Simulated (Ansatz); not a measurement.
Coupled-cluster diagnostics for [Al(H2S)(H2O)5]3+ (AlSO₅H₁₂³⁺), Ansatz.

Geometry of the singlet (PBE-D4/def2-SVP):

```xyz
19

Al   -0.048    0.017   -0.036
S     2.103   -1.204   -0.252
H     3.097   -0.424    0.281
H     2.147   -2.176    0.713
O    -1.761    0.946   -0.031
H    -1.910    1.908   -0.195
H    -2.649    0.543    0.118
O     0.115    0.369    1.872
H    -0.547    0.855    2.422
H     0.848    0.115    2.481
O    -0.251   -0.314   -1.951
H    -1.009   -0.031   -2.516
H     0.376   -0.795   -2.544
O    -1.009   -1.638    0.333
H    -1.201   -2.029    1.218
H    -1.327   -2.290   -0.336
O     0.810    1.719   -0.441
H     1.030    2.064   -1.340
H     1.184    2.365    0.205
```

Correlated methods freeze 15 core orbitals.

Q: Estimate the CCSD(T) correlation energy, the shares of MP2 and (T), T1 and the reference's ⟨S²⟩ for: charge 3, singlet, own geometry in def2-SVP; and the rough time on 4 threads of Intel Xeon on a shared host.

A: 
```json
{"state": "charge 3, singlet, own geometry", "basis": "def2-SVP", "correlation (eV)": "-34.688", "MP2 share (%)": "93.4", "(T) share (%)": "1.8", "T1": "0.008", "⟨S²⟩ (pure)": "0.00 (0.00)", "wall time": "1.9 min"}
```
Customary marks for T1 are 0.02 (closed shells), 0.045 (open shells) and about 0.05 (3d metals). T1 stays under 0.02 throughout.
